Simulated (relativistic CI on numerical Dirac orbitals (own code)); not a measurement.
Ni⁴⁺: resonant inelastic scattering at the M2,3 edge

Computed with this model: Dirac-Coulomb-Breit CI, KLI orbitals optimised for each configuration, model QED (radiative potential, 1s self-energy scaled to tabulated hydrogen-like ionisation energies), valence Slater integrals scaled by 0.8, Kramers-Heisenberg scattering through one core-hole configuration in a parametric crystal field; configurations [Ar] 3d6 → [Ne] 3s2 3p5 3d7; 300 K; core-hole width 0.8 eV; summed over polarisations. Incident energies are the highest absorption maxima for each field (at most a few, so the weaker spin-orbit partner edge can be absent), on the computed scale of the free ion. Intensities are in per cent of the strongest line above 0.02 eV; levels within 1 cm⁻¹ are merged; final levels count from the ground level, the first row holds all elastic scattering, lines under 0.4 are left out and each table stops after 24 rows. The scale of the Slater integrals is a model choice and moves the terms in proportion.

Field parameters in Wybourne normalisation: D3d B²₀ = −7Dσ, B⁴₀ = −14Dq − 21Dτ, B⁴₃ = −14√(10/7) Dq; D4h B²₀ = −7Ds, B⁴₀ = 21(Dq − Dt), B⁴₄ = 21√(5/14) Dq; Oh B⁴₀ = 21Dq, B⁴₄ = √(5/14) B⁴₀. The field is a parameter set, without covalency.

S is read from ⟨S²⟩ = S(S + 1).

D4h, 10Dq = 31050, Ds = -400, Dt = 30 cm⁻¹:

```csv
Final level (eV),Degeneracy,Irrep,S,74.2 eV,79.6 eV,87.1 eV
0.000,1,A1,0.02,78.8,225.0,51.8
2.192,1,A1,1.06,0.6,7.5,0.5
2.199,2,E,1.05,0.3,2.8,0.6
2.200,1,B2,1.04,0.3,1.3,0.1
2.202,1,B1,1.03,0.3,7.1,0.5
2.232,1,A2,1.12,3.0,0.3,0.2
2.275,2,E,1.08,4.6,0.4,0.5
2.302,1,A1,1.11,2.0,14.2,2.9
2.608,1,B2,1.99,0.5,0.3,0.0
2.616,2,E,1.97,0.8,0.1,0.0
2.645,1,A2,1.93,0.6,0.0,0.0
2.647,1,A1,1.93,0.6,0.9,0.1
2.749,2,E,1.98,0.5,0.1,0.0
2.866,1,A1,1.92,0.4,0.6,0.3
3.088,1,A2,1.05,0.4,0.1,0.7
3.104,1,A1,1.06,0.5,1.0,0.6
3.109,2,E,1.04,1.3,1.0,1.5
3.150,1,B2,1.02,0.5,2.1,0.2
3.358,2,E,0.93,1.3,6.5,10.2
3.510,2,E,0.27,3.7,98.4,96.7
3.528,1,A2,0.08,1.7,53.4,47.2
5.285,2,E,0.03,4.9,0.7,100.0
5.506,1,B2,0.04,1.9,0.4,53.7
5.699,1,A1,1.01,2.1,0.2,1.0
```

Oh, 10Dq = 39150 cm⁻¹:

```tsv
Final level (eV)	Degeneracy	Irrep	S	75.6 eV	81.3 eV	88.4 eV
0.000	1	A1	0.01	93.2	76.3	27.3
3.224	2	E	1.00	0.3	10.6	0.4
3.228	3	T2	1.01	0.2	6.0	0.0
3.295	3	T1	1.01	0.4	0.1	0.5
3.336	1	A1	1.01	0.7	6.2	0.3
4.190	3	T1	0.98	0.3	0.7	3.5
4.217	2	E	1.03	0.0	0.5	0.2
4.288	3	T2	1.03	0.6	3.3	0.7
4.508	3	T1	0.16	3.0	78.7	100.0
4.682	3	T2	1.98	1.2	0.1	0.0
4.741	3	T1	1.97	0.1	1.1	0.5
4.812	3	T1	1.99	1.8	0.1	0.0
6.483	3	T2	0.01	4.2	1.2	60.6
7.733	2	E	1.00	2.2	1.5	0.6
7.747	3	T2	1.00	0.0	4.4	0.5
7.762	3	T1	1.00	0.1	1.0	1.5
7.773	1	A1	1.00	0.7	0.2	0.1
7.983	3	T2	1.00	1.1	2.5	0.2
```

D3d, 10Dq = 36050, Dσ = 770, Dτ = -300 cm⁻¹:

```tsv
Final level (eV)	Degeneracy	Irrep	S	74.8 eV	80.4 eV	87.3 eV
0.000	1	A1	0.01	110.6	168.7	34.0
2.703	2	E	1.01	1.0	15.4	1.7
2.705	2	E	1.01	0.4	4.8	0.6
2.709	1	A1	1.01	0.0	2.3	0.1
2.759	1	A2	1.02	1.2	0.0	0.1
2.784	2	E	1.03	1.4	0.7	0.3
2.817	1	A1	1.03	1.4	12.0	0.1
3.568	2	E	1.33	0.4	0.5	1.5
3.599	2	E	1.53	0.4	2.1	0.6
3.613	1	A1	1.76	0.4	0.6	0.0
3.626	1	A2	1.40	0.1	0.4	0.6
3.656	2	E	1.81	0.9	0.5	0.5
3.746	1	A1	1.37	0.9	1.9	0.1
3.750	2	E	1.73	1.7	0.5	1.8
3.757	1	A2	1.58	0.6	0.1	0.4
3.759	2	E	1.65	0.6	1.6	0.4
3.798	2	E	1.99	0.5	0.3	0.0
3.803	3	A2+E	1.98	2.2	0.0	0.0
3.809	1	A1	1.98	0.5	0.1	0.0
3.849	1	A2	1.12	0.2	0.2	2.9
3.856	2	E	1.18	0.9	3.5	3.0
4.000	2	E	0.18	2.4	100.0	66.4
4.016	1	A2	0.20	1.8	48.5	50.4
5.833	2	E	0.02	4.8	1.2	49.5
```

For the first field the strongest loss at the lowest incident energy is the level at 5.28 eV (S = 0.03, against 0.02 in the thermal ground state). Levels of other spin, the first over 8 % at 2.30 eV, appear because spin-orbit coupling of the core hole, and in heavier ions of the valence shell too, mixes spins.
